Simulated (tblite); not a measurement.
Give a GFN2-xTB geometry of `N#CCC[C]1COC1` [radical]. (Doublet state.)

```
atom  x, y, z in Å
N1     2.4680   -1.8402    0.3761
C2     2.1902   -0.7432    0.2139
C3     1.8291    0.6320   -0.0115
C4     0.4906    0.7292   -0.7757
C5    -0.6294    0.1839    0.0130
C6    -2.0920    0.4452    0.0134
O7    -2.3247   -0.8422    0.5907
C8    -0.9286   -1.1624    0.5682
H9     1.7473    1.1354    0.9555
H10    2.6258    1.1079   -0.5901
H11    0.6073    0.1897   -1.7290
H12    0.2865    1.7769   -1.0110
H13   -2.5711    0.5531   -0.9717
H14   -2.4550    1.2549    0.6608
H15   -0.5453   -1.3908    1.5709
H16   -0.7063   -2.0204   -0.0825
```

Any rigid rotation of these coordinates is as good. Atoms count from 1 in this order. C5 (carbon bonded to 3 C) has angles 133.4°, 133.1° and 87.8°, sum 354.3°, 0.19 Å off the plane of its three neighbours. The 4-membered ring C5–C6–O7–C8 has internal angles of 87.8° to 92.1°; it is almost planar, 0.01 Å rms from its mean plane, widest ring torsion 2°. Of the pairs four or more bonds apart, C2···C8 is among the closest relative to their van der Waals radii: 3.17 Å, 93 % of the sum of Bondi's values. The C–C distances run from 1.440 Å (C2–C3, drawn single) to 1.544 Å (C3–C4, drawn single), a spread of 0.104 Å.

Bonds between heavy atoms (Å): N1≡C2 1.143, C2–C3 1.440, C3–C4 1.544, C4–C5 1.474, C5–C6 1.486, C6–O7 1.430, O7–C8 1.432, C5–C8 1.487.

Structure optimised with GFN2-xTB, isolated species. This method treats the open shell by occupation alone, without spin polarisation.

Point group: C1 (no symmetry element, even within 0.4 Å). Its GFN2-xTB frequencies are all real (lowest 23 cm⁻¹). Torsions: C2–C3–C4–C5 64°, C3–C4–C5–C6 154°.

One conformer stands for the species.

The numbers are calculated, not measured.
